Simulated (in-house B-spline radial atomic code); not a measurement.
Relativistic effects in Cr4+, [Ar] 3d2: non-relativistic Hartree-Fock (point nucleus) against Dirac-Hartree-Fock (Fermi nucleus of rms radius 3.6452 fm), both averages of the configuration, computed with a radial B-spline atomic code at the basis-set limit.

```csv
orbital,ε NR (Eh),ε Dirac (Eh),<r> NR (bohr),<r> Dirac (bohr),change of <r> (%)
1s1/2,-222.74,-224.47,0.06415,0.06351,-1.0
2s1/2,-28.64,-28.989,0.294,0.2909,-1.0
2p1/2,-24.563,-24.832,0.2599,0.257,-1.1
2p3/2,-24.563,?,0.2599,?,?
3s1/2,-5.5366,-5.5923,0.8817,0.875,-0.8
3p1/2,-4.2511,-4.2885,0.9224,0.9153,-0.8
3p3/2,-4.2511,-4.2451,0.9224,0.9222,0.0
3d3/2,-2.5289,?,1.012,?,?
3d5/2,-2.5289,-2.5151,1.012,1.016,+0.4
```

What happens to 3d3/2?

Its energy goes to -2.5192 hartree and <r> to 1.013 bohr (+0.20 %).

What happens to 2p3/2?

Its energy goes to -24.508 hartree and <r> to 0.2597 bohr (-0.08 %).

What explains the pattern of contraction and expansion?

Expansion is seen in 3d3/2, 3d5/2. The s and p1/2 orbitals contract directly, screen the nucleus better, and so push out orbitals that have little density near the nucleus; spin-orbit coupling adds to this for j = l + 1/2 and opposes it for j = l - 1/2.

By how much does the total energy change?

By -6.4723 hartree, from -1039.647 to -1046.120.
